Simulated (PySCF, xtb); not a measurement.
VOCl₂, SMILES [O]=[V+]([Cl])[Cl], charge +1, multiplicity 1.

GFN2-xTB (xtb) at its own geometry gives an orbital gap of 1.39 eV.

The structure is a stationary point at PBE0-D3(BJ)/def2-SVP. The spin state was assumed, not searched. The isomer is the one that the SMILES or the coordinates give; other isomers of the formula were not compared.

What does HF/def2-TZVPD run with PySCF give? (The exact figures need the calculation; the answer reports its results.)

gap 11.31 eV (levels -18.52 and -7.21 eV).
